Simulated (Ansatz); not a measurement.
Cost and result for the atomization energy of C$_{4}$H$_{8}$AlN, SMILES `C=[C]([AlH2])C(C)=N` (14 atoms, 13 bonds).

Cartesian coordinates in Å:
```
C -1.1060 0.6411 1.5217
C -0.2971 -0.0180 0.6813
Al 1.0362 -1.1552 1.5272
C -0.4966 0.1567 -0.7794
C 0.7548 0.2875 -1.6004
N -1.6795 0.1777 -1.2444
H -1.0160 0.5434 2.6006
H -1.8905 1.2991 1.1516
H 1.0119 -1.2062 3.1118
H 2.0877 -1.9970 0.6856
H 0.5281 0.4231 -2.6587
H 1.3487 1.1391 -1.2552
H 1.3824 -0.6018 -1.4860
H -1.6641 0.3105 -2.2559
```

Charge 0, multiplicity 1. The structure was optimised at the PBE0-D4/def2-TZVP level. It is one conformer, not always the lowest. Program: Ansatz. All runs use 4 threads of an Arm Neoverse V1 on a shared host. Times are those of one run each, without the atoms' runs, and a repeat can differ threefold. Electronic energies, without spin–orbit coupling; frozen cores. CCSD(T)/CBS adds CCSD(T) − MP2 in def2-TZVPP to the MP2 limit, and its time is that of the two runs behind it. T1 = 0.012; the RHF reference is unstable towards UHF. B3LYP takes the VWN-RPA correlation (the form of Gaussian; ORCA's B3LYP/G).

CCSD(T)/CBS is a level of theory with its own doubt, some kJ/mol a heavy atom from the limit and from the frozen cores, so smaller differences don't rank the functionals.

```tsv
level	functions	wall time	atomization (kJ/mol)	difference from CCSD(T)/CBS	per bond
PBE-D4/def2-TZVPP (with forces)	309	6 s	5525.2	139.7	10.7
PBE0-D4/def2-TZVPP	309	7 s	5423.8	38.3	2.9
r2SCAN-D4/def2-TZVPP (with forces)	309	9 s	5401.7	16.2	1.2
B3LYP-D4/def2-TZVPP (with forces)	309	12 s	5408.5	23.0	1.8
ωB97X-V/def2-TZVPP	309	14 s	5404.2	18.7	1.4
B2PLYP/def2-TZVPP	309	22 s	5342.8	-42.7	-3.3
ωB97M-V/def2-TZVPP (with forces)	309	23 s	5410.8	25.3	1.9
MP2/def2-QZVPP	595	68 s	5410.1	24.6	1.9
CCSD(T)/def2-TZVPP	309	21 min	5250.3	-135.2	-10.4
CCSD(T)/CBS(def2)	–	22 min	5385.5	0.0	0.0
```

In def2-TZVPP, CCSD(T) changes the Hartree–Fock value by +1336.2 kJ/mol (the triples alone add +88.3 kJ/mol) and MP2 by +1415.9 kJ/mol; breaking electron pairs costs correlation energy, which Hartree–Fock lacks. The D4 term adds +50.6 kJ/mol with B3LYP and +26.8 kJ/mol with PBE0; it sums over pairs of atoms, weighted by their polarisabilities, and B3LYP, whose exchange is more repulsive, gets the larger term. From PBE to PBE0 (25 % exact exchange), in def2-TZVPP and without D4, the atomization energy moves by −96.7 kJ/mol: exact exchange takes away binding that semilocal exchange gives to molecules.
